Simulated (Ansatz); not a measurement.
Wavefunction ladder for CCl$_{3}$NOSn, SMILES `O=C=[N][Sn]([Cl])([Cl])[Cl]`

Cartesian coordinates in Å:
```
O -2.5167 -1.1295 1.3574
C -1.5141 -0.5793 1.1614
N -0.4702 0.0185 1.0430
Sn 0.7710 0.3293 -0.4737
Cl 2.4596 1.6497 0.3025
Cl -0.3361 1.3806 -2.1788
Cl 1.6064 -1.6693 -1.2118
```

Total charge 0; spin multiplicity 1. Correlated methods include outer-core shells of Sn, which these sets cover unevenly. Sn takes the def2 core potential. All single points use the PBE0-D4/def2-TZVP geometry. It is one conformer, not always the lowest. Frozen core, restricted reference, Ansatz 0.2.0.

```
     basis      HF (Eh)  MP2 corr.
  def2-SVP  -1758.62512   -0.94755
def2-TZVPP  -1759.31958   -1.42902
def2-QZVPP  -1759.36820   -1.74328
```

(1) Estimate the CCSD correlation energy and the (T) correction in each basis where they were run (hartree).

Answers

(1) 
```tsv
basis	CCSD corr.	(T)
def2-SVP	-0.98129	-0.03202
def2-TZVPP	-1.45525	-0.06618
```
